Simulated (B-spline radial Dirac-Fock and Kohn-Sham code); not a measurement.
ΔSCF core binding energies without Breit or QED terms, calculated with a radial finite-basis atomic code.

A sound run for praseodymium as Pr⁷⁺ in the configuration 1s2 2s2 2p6 3s2 3p6 3d10 4s2 4p6 4d10 4f1 5s2 5p3: The ground state converged in 10 iterations, with total energy -9226.73527 Ha, virial ratio 1.92972 and highest orbital energy -107.67 eV. ΔSCF binding energies: K (1s) 42265.4 eV, L3 (2p3/2) 6089.5 eV, M5 (3d5/2) 1045.5 eV.

A second run, with one unsound setting: The ground state converged in 9 iterations, with total energy -8560.94746 Ha, virial ratio 1.77233 and highest orbital energy -85.13 eV. ΔSCF binding energies: K (1s) 40917.4 eV, L3 (2p3/2) 5883.2 eV, M5 (3d5/2) 1353.3 eV.

```
iter   energy (Ha)        error
   1    -8476.25130563  5.90e+00
   2    -8549.91854680  3.30e+00
   3    -8559.75256968  9.37e-01
   4    -8560.81646653  2.82e-01
   5    -8560.93161609  1.46e-01
   6    -8560.94729576  1.38e-02
   7    -8560.94746011  1.44e-04
   8    -8560.94746012  7.75e-06
   9    -8560.94746012  5.69e-08
```

Task: Which fault fits the second run best?
A. overfilled shell
B. tolerance below the noise
C. mesh too coarse
D. unbound anion

Result: C. The input had h = 1.3: h is too large to resolve the orbitals.
